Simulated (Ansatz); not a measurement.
Program: Ansatz 0.2.0.

Basis-set series for C5H8O3Zn, SMILES `CC1=CC(C)=[O+][Zn-]([OH])[O]1`. Charge 0, multiplicity 1. The structure was optimised at the PBE0-D4/def2-TZVP level. It is one conformer, not always the lowest.

```xyz
17

C     1.438    2.023    1.185
C     0.903    0.844    0.434
C    -0.465    0.557    0.496
C    -1.106   -0.506   -0.148
C    -2.583   -0.679    0.021
O    -0.542   -1.370   -0.888
Zn    1.359   -1.376   -1.272
O     2.423   -2.439   -2.256
O     1.769    0.183   -0.219
H     0.664    2.561    1.728
H     2.204    1.680    1.884
H     1.930    2.699    0.481
H    -1.079    1.213    1.096
H    -2.779   -1.666    0.446
H    -3.025    0.085    0.658
H    -3.059   -0.655   -0.962
H     1.950   -3.155   -2.683
```

```csv
functional,basis,functions,energy (Eh),HOMO (eV),LUMO (eV)
PBE0-D4,def2-TZVPP,424,-2199.94988,-7.13,-1.62
PBE0-D4,def2-QZVPP,796,-2200.01920,-7.15,-1.66
ωB97M-V,def2-TZVPP,424,-2200.41548,-9.26,0.46
ωB97M-V,def2-QZVPP,796,-2200.48190,-9.28,0.41
```

Problem. Give the rows for def2-SVP. (An estimate is asked.)

Solution. The calculation gave: 
```tsv
functional	basis	functions	energy (Eh)	HOMO (eV)	LUMO (eV)
PBE0-D4	def2-SVP	183	-2199.21205	-6.83	-1.43
ωB97M-V	def2-SVP	183	-2199.66076	-9.03	0.71
```

Positive LUMOs are unbound and depend on the basis. Scalar relativity is left out up to krypton.
